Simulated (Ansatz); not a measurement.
Steps of a relaxation of C$_{3}$H$_{8}$OSi, SMILES `C[SiH2]CC=O` with RKS PBE-D4/def2-SVP.

```sh
$ ansatz run in.yaml --threads 4 --pin off --events-out ev --progress --plain --max-ram 10444MiB
```

```yaml
crystal:
  periodic: [false, false, false]
  atoms:
    - {symbol: C, position_ang: [-1.492900, 0.790900, 0.626900]}
    - {symbol: Si, position_ang: [0.156000, 0.221000, 0.998000]}
    - {symbol: C, position_ang: [0.788300, -0.936600, -0.296500]}
    - {symbol: C, position_ang: [1.033400, -0.406800, -1.690300]}
    - {symbol: O, position_ang: [0.577200, 0.672100, -2.094600]}
    - {symbol: H, position_ang: [-1.921400, 1.486000, 1.420600]}
    - {symbol: H, position_ang: [-2.214200, 0.006100, 0.492500]}
    - {symbol: H, position_ang: [-1.517000, 1.443900, -0.312100]}
    - {symbol: H, position_ang: [0.121900, -0.485300, 2.337200]}
    - {symbol: H, position_ang: [1.095900, 1.363000, 1.220400]}
    - {symbol: H, position_ang: [1.806700, -1.277000, 0.045300]}
    - {symbol: H, position_ang: [0.202400, -1.819100, -0.321300]}
    - {symbol: H, position_ang: [1.384200, -1.092900, -2.411200]}
basis:
  gaussian: {orbitals: def2-SVP}
hamiltonian: {xc: pbe, dispersion: d4}
relax: {f_tol: 0.03, max_steps: 200}
```

Positions (Å) and forces (eV/Å) along the path, 8 of 8 steps:

```xyz
13
step=1 energy=-13148.6856 eV
C    -1.493    0.791    0.627   -1.822    3.093   -0.605
Si    0.156    0.221    0.998    1.143    0.159    1.298
C     0.788   -0.937   -0.296    2.790    0.924   -0.212
C     1.033   -0.407   -1.690   -3.261    2.453    0.900
O     0.577    0.672   -2.095    0.978   -0.787    0.557
H    -1.921    1.486    1.421    0.412   -0.626   -0.371
H    -2.214    0.006    0.492   -0.757   -0.956   -0.178
H    -1.517    1.444   -0.312    0.145   -0.742    0.646
H     0.122   -0.485    2.337    0.093   -0.198   -0.139
H     1.096    1.363    1.220    0.172    0.143   -0.144
H     1.807   -1.277    0.045   -0.322   -0.184    0.054
H     0.202   -1.819   -0.321   -1.011   -1.644   -0.276
H     1.384   -1.093   -2.411    1.441   -1.636   -1.531
13
step=2 energy=-13148.8705 eV
C    -1.526    0.831    0.623   -1.058    1.157   -0.342
Si    0.161    0.247    1.015    0.652   -0.023    0.656
C     0.807   -0.957   -0.273   -0.022   -0.189   -0.842
C     0.848   -0.463   -1.713    2.163    3.053   -0.268
O     0.630    0.725   -2.051   -0.457   -2.412    0.692
H    -1.936    1.495    1.425    0.150   -0.195   -0.149
H    -2.245    0.011    0.489   -0.162   -0.311   -0.024
H    -1.529    1.436   -0.321    0.069   -0.237    0.264
H     0.148   -0.515    2.323    0.039    0.015   -0.057
H     1.122    1.389    1.187    0.029    0.032   -0.051
H     1.830   -1.310    0.021   -0.157    0.055   -0.282
H     0.196   -1.868   -0.272   -0.299   -0.590    0.195
H     1.515   -1.055   -2.439   -0.948   -0.354    0.210
13
step=3 energy=-13149.0997 eV
C    -1.543    0.842    0.619   -0.735    0.567   -0.234
Si    0.159    0.244    1.027    0.405    0.013    0.414
C     0.837   -0.960   -0.263    0.469   -0.018   -0.636
C     0.970   -0.413   -1.673   -0.630    1.754   -1.492
O     0.607    0.729   -2.038    0.700   -2.192    1.039
H    -1.949    1.510    1.411    0.099   -0.103   -0.014
H    -2.269    0.017    0.489    0.001   -0.123    0.007
H    -1.537    1.433   -0.325    0.079   -0.126    0.082
H     0.150   -0.520    2.332   -0.001    0.023   -0.044
H     1.120    1.389    1.192    0.007    0.022   -0.028
H     1.847   -1.321    0.050   -0.082   -0.036   -0.010
H     0.220   -1.883   -0.300   -0.047   -0.113   -0.054
H     1.410   -1.103   -2.508   -0.266    0.332    0.971
13
step=4 energy=-13149.1556 eV
C    -1.548    0.848    0.612   -0.469    0.453   -0.162
Si    0.164    0.242    1.029    0.222    0.003    0.246
C     0.844   -0.969   -0.268    0.332    0.073   -0.375
C     0.960   -0.412   -1.670   -0.588    1.702   -0.907
O     0.588    0.726   -2.016    0.579   -1.815    0.778
H    -1.950    1.519    1.403    0.091   -0.097   -0.016
H    -2.272    0.020    0.487   -0.012   -0.122    0.005
H    -1.536    1.431   -0.335    0.074   -0.118    0.084
H     0.153   -0.519    2.335   -0.004    0.019   -0.028
H     1.126    1.387    1.188    0.008    0.013   -0.025
H     1.856   -1.330    0.037   -0.067   -0.028   -0.010
H     0.229   -1.892   -0.309   -0.072   -0.136   -0.030
H     1.408   -1.086   -2.478   -0.094    0.053    0.439
13
step=5 energy=-13149.1955 eV
C    -1.560    0.855    0.604   -0.067    0.084   -0.032
Si    0.171    0.242    1.031   -0.009   -0.013   -0.015
C     0.853   -0.980   -0.277    0.038    0.062    0.038
C     0.954   -0.403   -1.663   -0.450    1.220   -0.151
O     0.581    0.730   -1.977    0.315   -0.979    0.328
H    -1.950    1.532    1.393    0.033   -0.032    0.003
H    -2.277    0.016    0.497    0.017   -0.030    0.009
H    -1.537    1.416   -0.352    0.033   -0.037    0.022
H     0.157   -0.509    2.340   -0.002    0.010    0.003
H     1.134    1.389    1.172   -0.001   -0.001   -0.007
H     1.861   -1.352    0.018   -0.017   -0.019    0.006
H     0.231   -1.902   -0.328   -0.025   -0.037   -0.002
H     1.402   -1.068   -2.444    0.133   -0.227   -0.202
13
step=6 energy=-13149.2054 eV
C    -1.570    0.850    0.616   -0.009    0.028    0.001
Si    0.169    0.250    1.032    0.012    0.003   -0.029
C     0.842   -0.965   -0.285    0.050   -0.085    0.002
C     0.974   -0.395   -1.673    0.035   -0.129    0.006
O     0.635    0.727   -1.994   -0.049    0.184   -0.072
H    -1.945    1.531    1.407   -0.008   -0.001   -0.007
H    -2.281    0.003    0.530    0.006   -0.019    0.007
H    -1.560    1.398   -0.347    0.017   -0.001    0.000
H     0.168   -0.498    2.342   -0.009   -0.006   -0.003
H     1.122    1.407    1.176   -0.011   -0.023   -0.031
H     1.837   -1.367    0.013    0.002   -0.017    0.035
H     0.204   -1.877   -0.359   -0.010    0.012    0.045
H     1.425   -1.099   -2.444   -0.027    0.055    0.045
13
step=7 energy=-13149.2077 eV
C    -1.566    0.850    0.609   -0.009    0.001   -0.001
Si    0.171    0.246    1.031    0.001    0.012   -0.005
C     0.845   -0.972   -0.280    0.013   -0.040    0.002
C     0.965   -0.389   -1.665   -0.014    0.046   -0.024
O     0.617    0.736   -1.975    0.008   -0.028    0.013
H    -1.944    1.534    1.395   -0.003   -0.002   -0.002
H    -2.276    0.002    0.523    0.006   -0.003    0.005
H    -1.549    1.393   -0.356    0.009   -0.001    0.000
H     0.165   -0.500    2.342   -0.002    0.008    0.006
H     1.129    1.400    1.162   -0.003   -0.007   -0.002
H     1.843   -1.370    0.018   -0.006   -0.003    0.009
H     0.206   -1.884   -0.347   -0.002    0.010    0.010
H     1.414   -1.081   -2.443    0.002    0.007   -0.012
13
step=8 energy=-13149.2080 eV
C    -1.564    0.848    0.607   -0.002   -0.003   -0.001
Si    0.173    0.246    1.031   -0.003    0.009    0.002
C     0.845   -0.975   -0.279    0.001   -0.010    0.010
C     0.962   -0.385   -1.662   -0.005    0.024   -0.013
O     0.613    0.741   -1.966    0.008   -0.030    0.014
H    -1.945    1.535    1.389   -0.001   -0.001   -0.001
H    -2.272   -0.002    0.523    0.003    0.000    0.001
H    -1.544    1.387   -0.361    0.001    0.000    0.000
H     0.165   -0.494    2.346    0.001    0.001    0.002
H     1.132    1.398    1.159    0.001    0.000   -0.001
H     1.842   -1.376    0.018   -0.003    0.000   -0.002
H     0.203   -1.885   -0.345   -0.003    0.006   -0.001
H     1.409   -1.073   -2.445    0.003    0.004   -0.011
```

Hardware: 4 threads of an Arm Neoverse V1 on a shared host. Wall time 12 s, peak host memory 0.16 GiB.
